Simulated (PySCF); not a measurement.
Br3Ga, charge +1, doublet, geometry from GFN2-xTB (such geometries of metal compounds can be far from the true shape) (a state made from the parent by changing its charge; the spin is typed, not shown lowest); BHANDHLYP/def2-SVP run with PySCF.

Input for PySCF:
```python
from pyscf import gto, scf, dft

mol = gto.M(
    atom='''
Ga    0.00000000    0.00000000   -0.00000000
Br    2.23134831   -0.34155522   -0.68288190
Br   -0.79598335   -1.01028512    1.97677450
Br   -1.43536497    1.35184034   -1.29389260
''',
    basis='def2-svp',
    charge=1,
    spin=1,
    verbose=4,
)

mf = dft.UKS(mol)
mf.xc = 'bhandhlyp'
mf.grids.atom_grid = (99, 590)
mf.grids.prune = None
mf.kernel()
```

### Question
What does PySCF print? Leave out banner, timings and long lists.

### Answer

```
PySCF version 2.14.0

[INPUT] verbose = 4
[INPUT] num. atoms = 4
[INPUT] num. electrons = 135
[INPUT] charge = 1
[INPUT] spin (= nelec alpha-beta = 2S) = 1
[INPUT] symmetry False subgroup None
[INPUT] Mole.unit = angstrom
[INPUT] Symbol           X                Y                Z      unit          X                Y                Z       unit  Magmom
[INPUT]  1 Ga     0.000000000000   0.000000000000   0.000000000000 AA    0.000000000000   0.000000000000   0.000000000000 Bohr   0.0
[INPUT]  2 Br     2.231348310000  -0.341555220000  -0.682881900000 AA    4.216637194411  -0.645445822216  -1.290459766423 Bohr   0.0
[INPUT]  3 Br    -0.795983350000  -1.010285120000   1.976774500000 AA   -1.504190531214  -1.909162184523   3.735562415024 Bohr   0.0
[INPUT]  4 Br    -1.435364970000   1.351840340000  -1.293892600000 AA   -2.712446682095   2.554608006739  -2.445102648601 Bohr   0.0

nuclear repulsion = 1206.4525957808
number of shells = 48
number of NR pGTOs = 296
number of NR cGTOs = 128
basis = def2-svp
ecp = {}

******** <class 'pyscf.dft.uks.UKS'> ********
method = UKS
initial guess = minao
damping factor = 0
level_shift factor = 0
DIIS = <class 'pyscf.scf.diis.CDIIS'>
diis_start_cycle = 1
diis_space = 8
diis_damp = 0
SCF conv_tol = 1e-09
SCF conv_tol_grad = None
SCF max_cycles = 50
direct_scf = True
direct_scf_tol = 1e-13
number electrons alpha = 68  beta = 67
XC library pyscf.dft.libxc version 7.1.2
    S. Lehtola, C. Steigemann, M. J. T. Oliveira, and M. A. L. Marques,  SoftwareX 7, 1–5 (2018)
XC functionals = bhandhlyp
    A. D. Becke,  J. Chem. Phys. 98, 1372 (1993)
    Defined through Gaussian implementation.
radial grids:
    Treutler-Ahlrichs [JCP 102, 346 (1995); DOI:10.1063/1.469408] (M4) radial grids

becke partition: Becke, JCP 88, 2547 (1988); DOI:10.1063/1.454033
pruning grids: None
grids dens level: 3
symmetrized grids: False
atomic radii adjust function: <function treutler_atomic_radii_adjust>
User specified grid scheme (99, 590)
small_rho_cutoff = 0
Set gradient conv threshold to 3.16228e-05
tot grids = 233640
init E= -9642.66675659475

cycle= 1 E= -9645.77994687748  delta_E= -3.11  |g|= 0.374  |ddm|= 1.81
cycle= 2 E= -9645.77271213222  delta_E= 0.00723  |g|= 0.443  |ddm|= 0.936
cycle= 3 E= -9645.85516890336  delta_E= -0.0825  |g|= 0.0383  |ddm|= 0.471
cycle= 4 E= -9645.85554987379  delta_E= -0.000381  |g|= 0.00995  |ddm|= 0.0409
cycle= 5 E= -9645.85559627914  delta_E= -4.64e-05  |g|= 0.00169  |ddm|= 0.0145
cycle= 6 E= -9645.85560025867  delta_E= -3.98e-06  |g|= 0.000334  |ddm|= 0.00476
cycle= 7 E= -9645.85560043513  delta_E= -1.76e-07  |g|= 0.000141  |ddm|= 0.00108
cycle= 8 E= -9645.85560045662  delta_E= -2.15e-08  |g|= 4.66e-05  |ddm|= 0.000331
cycle= 9 E= -9645.8556004589  delta_E= -2.28e-09  |g|= 1.49e-05  |ddm|= 0.0001
cycle= 10 E= -9645.8556004592  delta_E= -2.95e-10  |g|= 1.02e-05  |ddm|= 5.3e-05
Extra cycle  E= -9645.85560045911  delta_E= 8.73e-11  |g|= 1.67e-05  |ddm|= 4.3e-05
converged SCF energy = -9645.85560045911  <S^2> = 0.75852021  2S+1 = 2.0085021
```
